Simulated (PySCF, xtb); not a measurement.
[(E)-2-silylethenyl]silane (C2H8Si2), SMILES [SiH3]/C=C/[SiH3].

xtb with GFN2-xTB at its own geometry gives an orbital gap of 3.58 eV and a dipole moment of 0.00 D.

Geometry optimised at PBE0-D3(BJ)/def2-SVP.

What does B3LYP/def2-TZVP run with PySCF give? (The exact figures need the calculation; the answer reports its results.)

gap 6.60 eV (levels -7.81 and -1.21 eV), dipole 0.00 D.
